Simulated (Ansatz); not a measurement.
Ansatz (an electronic-structure program) input file for TeCl4, SMILES Cl[Te](Cl)(Cl)Cl, PBE0-D3(BJ)/def2-SVP. 

Ansatz 0.2 input:
```yaml
crystal:
  periodic: [false, false, false]
  atoms:
    - {symbol: Te, position_ang: [0.00000000, -0.00000000, 0.48352523]}
    - {symbol: Cl, position_ang: [1.86913125, -0.00000000, -0.87627886]}
    - {symbol: Cl, position_ang: [0.00000000, 2.42496092, 0.13676967]}
    - {symbol: Cl, position_ang: [-1.86913126, 0.00000000, -0.87627885]}
    - {symbol: Cl, position_ang: [-0.00000000, -2.42496093, 0.13676967]}
basis:
  gaussian:
    orbitals: def2-SVP
hamiltonian:
  xc: pbe0
  dispersion: d3bj
relax: {f_tol: 0.002, max_steps: 200}
```

Program output:

```
Functional definition: PBE0
integrals: 0.05 GiB planned
1051 factors; integrals over basis functions are off by at most 3.7e-4 eV
mean field: 0.56 GiB planned
mean field evaluation 1: about -57349.4213 eV, gradient 3.4e1 eV
mean field evaluation 2: about -57342.0372 eV, gradient 6.2e1 eV
mean field evaluation 4: about -57352.9391 eV, gradient 1.3e0 eV
mean field evaluation 8: about -57352.9524 eV, gradient 1.0e-2 eV
mean field -57352.95241275 eV, -2107.6821259411 hartree, gradient 2.0e-5 eV, S^2 0.000000; 0 other end points of the search recorded, 0 dependent functions left out
the calculation of the forces begins
reference -57352.95243376 eV, -2107.6821267134 hartree; 46, 46 occupied and 52, 52 virtual orbitals, 1051 factors
relax step   1: F+E_penalty+E_count = -57353.20254434 eV  Δ(F+E_penalty+E_count) = +0.000e0 eV  max|allowed force component| = 5.064e-1 eV/Å  Δτ_max = 0.0000 Å  (26 SCF iters, accepted)
these checks for a lower state are left out or cut short: starts, cluster_reference, orbital_swaps, neighbouring_geometries, increment
integrals: 0.05 GiB planned
1051 factors; integrals over basis functions are off by at most 3.9e-4 eV
mean field: 0.56 GiB planned
mean field evaluation 16: about -57352.7432 eV, gradient 9.2e0 eV
mean field -57353.02225841 eV, -2107.6846927219 hartree, gradient 1.0e-5 eV, S^2 0.000000; 0 other end points of the search recorded, 0 dependent functions left out
the calculation of the forces begins
reference -57353.02227901 eV, -2107.6846934790 hartree; 46, 46 occupied and 52, 52 virtual orbitals, 1051 factors
relax step   2: F+E_penalty+E_count = -57353.26478004 eV  Δ(F+E_penalty+E_count) = -6.224e-2 eV  max|allowed force component| = 2.879e-1 eV/Å  Δτ_max = 0.1947 Å  (35 SCF iters, accepted)
these checks for a lower state are left out or cut short: starts, cluster_reference, orbital_swaps, neighbouring_geometries, increment
integrals: 0.05 GiB planned
1051 factors; integrals over basis functions are off by at most 3.9e-4 eV
mean field: 0.56 GiB planned
mean field evaluation 32: about -57353.0519 eV, gradient 1.5e-5 eV
mean field -57353.05192286 eV, -2107.6857828701 hartree, gradient 1.5e-5 eV, S^2 0.000000; 0 other end points of the search recorded, 0 dependent functions left out
the calculation of the forces begins
reference -57353.05194333 eV, -2107.6857836226 hartree; 46, 46 occupied and 52, 52 virtual orbitals, 1051 factors
relax step   3: F+E_penalty+E_count = -57353.29724533 eV  Δ(F+E_penalty+E_count) = -3.247e-2 eV  max|allowed force component| = 1.418e-1 eV/Å  Δτ_max = 0.0558 Å  (30 SCF iters, accepted)
these checks for a lower state are left out or cut short: starts, cluster_reference, orbital_swaps, neighbouring_geometries, increment
integrals: 0.05 GiB planned
1051 factors; integrals over basis functions are off by at most 4.0e-4 eV
mean field: 0.56 GiB planned
mean field -57353.06008328 eV, -2107.6860827602 hartree, gradient 2.8e-5 eV, S^2 0.000000; 0 other end points of the search recorded, 0 dependent functions left out
the calculation of the forces begins
reference -57353.06010366 eV, -2107.6860835092 hartree; 46, 46 occupied and 52, 52 virtual orbitals, 1051 factors
relax step   4: F+E_penalty+E_count = -57353.30620722 eV  Δ(F+E_penalty+E_count) = -8.962e-3 eV  max|allowed force component| = 7.311e-2 eV/Å  Δτ_max = 0.0726 Å  (29 SCF iters, accepted)
these checks for a lower state are left out or cut short: starts, cluster_reference, orbital_swaps, neighbouring_geometries, increment
integrals: 0.05 GiB planned
1051 factors; integrals over basis functions are off by at most 4.0e-4 eV
mean field: 0.56 GiB planned
mean field -57353.06033104 eV, -2107.6860918650 hartree, gradient 1.0e-5 eV, S^2 0.000000; 0 other end points of the search recorded, 0 dependent functions left out
the calculation of the forces begins
reference -57353.06035144 eV, -2107.6860926149 hartree; 46, 46 occupied and 52, 52 virtual orbitals, 1051 factors
relax step   5: F+E_penalty+E_count = -57353.30643823 eV  Δ(F+E_penalty+E_count) = -2.310e-4 eV  max|allowed force component| = 3.981e-2 eV/Å  Δτ_max = 0.0148 Å  (31 SCF iters, accepted)
these checks for a lower state are left out or cut short: starts, cluster_reference, orbital_swaps, neighbouring_geometries, increment
integrals: 0.05 GiB planned
1051 factors; integrals over basis functions are off by at most 4.0e-4 eV
mean field: 0.56 GiB planned
mean field -57353.06036589 eV, -2107.6860931457 hartree, gradient 2.3e-5 eV, S^2 0.000000; 0 other end points of the search recorded, 0 dependent functions left out
the calculation of the forces begins
reference -57353.06038628 eV, -2107.6860938953 hartree; 46, 46 occupied and 52, 52 virtual orbitals, 1051 factors
relax step   6: F+E_penalty+E_count = -57353.30659714 eV  Δ(F+E_penalty+E_count) = -1.589e-4 eV  max|allowed force component| = 4.489e-3 eV/Å  Δτ_max = 0.0031 Å  (24 SCF iters, accepted)
these checks for a lower state are left out or cut short: starts, cluster_reference, orbital_swaps, neighbouring_geometries, increment
integrals: 0.05 GiB planned
1051 factors; integrals over basis functions are off by at most 4.0e-4 eV
mean field: 0.56 GiB planned
mean field -57353.06036316 eV, -2107.6860930456 hartree, gradient 2.9e-5 eV, S^2 0.000000; 0 other end points of the search recorded, 0 dependent functions left out
the calculation of the forces begins
reference -57353.06038356 eV, -2107.6860937951 hartree; 46, 46 occupied and 52, 52 virtual orbitals, 1051 factors
relax step   7: F+E_penalty+E_count = -57353.30659816 eV  Δ(F+E_penalty+E_count) = -1.011e-6 eV  max|allowed force component| = 6.806e-4 eV/Å  Δτ_max = 0.0005 Å  (20 SCF iters, accepted)
integrals: 0.05 GiB planned
1051 factors; integrals over basis functions are off by at most 4.0e-4 eV
mean field: 0.56 GiB planned
mean field evaluation 64: about -57341.5655 eV, gradient 6.4e1 eV
mean field -57353.06036316 eV, -2107.6860930456 hartree, gradient 2.9e-5 eV, S^2 0.000000; 1 other end points of the search recorded, 0 dependent functions left out
the calculation of the forces begins
reference -57353.06038356 eV, -2107.6860937951 hartree; 46, 46 occupied and 52, 52 virtual orbitals, 1051 factors
Total energy: -57353.30661855 eV, -2107.6951427643 hartree
Atom 0 at    -0.000000    -0.000000     0.412001 Å, force     0.000000     0.000000     0.000681 eV/Å
Atom 1 at     1.802212     0.000000    -1.081781 Å, force     0.000119    -0.000000    -0.000292 eV/Å
Atom 2 at     0.000000     2.445066     0.378033 Å, force     0.000000    -0.000289    -0.000049 eV/Å
Atom 3 at    -1.802212     0.000000    -1.081781 Å, force    -0.000119     0.000000    -0.000292 eV/Å
Atom 4 at     0.000000    -2.445066     0.378033 Å, force     0.000000     0.000289    -0.000049 eV/Å
Dipole moment:    -0.000000     0.000000     0.274491 e Å
```

Self-consistency was reached.

Cost: around 50 core-seconds (rough).
